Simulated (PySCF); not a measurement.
H3P.

```xyz
4

P      0.0000     0.0000    -0.1282
H      1.0323     0.5960     0.6412
H      0.0000    -1.1920     0.6412
H     -1.0323     0.5960     0.6412
```

The structure is a stationary point at B3LYP-D3(BJ)/def2-TZVP.

All values below come from HF/pcSseg-2 in PySCF. Non-relativistic, no solvent.

### Question
Give the absolute GIAO shielding of each atom: isotropic value and principal components (ppm). (An estimate is asked for; the answer gives what the named calculation found.)

### Answer

```
atom  σ(iso)    σ11    σ22    σ33  span
----  ------  -----  -----  -----  ----
P1     583.3  557.6  596.1  596.1  38.5
H2      29.6   25.6   26.6   36.6  11.0
H3      29.6   25.6   26.6   36.6  11.0
H4      29.6   25.6   26.6   36.6  11.0
```
